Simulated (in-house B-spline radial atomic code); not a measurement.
What moves the levels of Mo⁺ ([Kr] 4d5)? Computed with a radial B-spline atomic code at the basis-set limit: Dirac-Hartree-Fock, average of configuration, Fermi nucleus of rms radius 4.4091 fm.

Baseline run (computed): total energy -4046.9353 hartree, 1s1/2 at -739.7049 hartree, 4d5/2 at -14.875 eV with <r> = 1.875 bohr.

Scaling the speed of light c (a factor of 100 is close to the non-relativistic limit):

```csv
c/c0,ΔE (hartree),4d5/2 level (eV),4d5/2 <r> (bohr)
0.95,-8.1698,-14.8375,1.879
0.98,-3.108,-14.8606,1.877
1.02,2.9156,-14.8884,1.874
1.5,40.705,-15.07,1.858
100,71.787,-15.2296,1.844
```

Changing the nucleus:

| nucleus | ΔE (eV) |
| --- | --- |
| Gaussian nucleus of rms radius 4.4091 fm | -0.0036 |
| uniform spherical nucleus of rms radius 4.4091 fm | 0.00157 |
| Gaussian nucleus of rms radius 0.01 fm | -1.55 |
| Fermi nucleus of rms radius 4.3209 fm | -0.0584 |
| Fermi nucleus of rms radius 4.4973 fm | 0.0595 |

A larger nucleus binds the electrons less, roughly as the density at the nucleus times the change of the nuclear <r²>. At equal rms radius the shape enters only through higher moments. A radius of 0.01 fm is nearly a point.

Problem. The nuclear charge is raised by 0.1. What does the Hellmann-Feynman theorem predict for the energy, and what is found?

Solution. dE/dZ ≈ -Σ<1/r>, which is -232.661 at the start and -233.419 at the end; their mean times 0.1 is -23.304 hartree, and the two runs differ by -23.304 hartree.
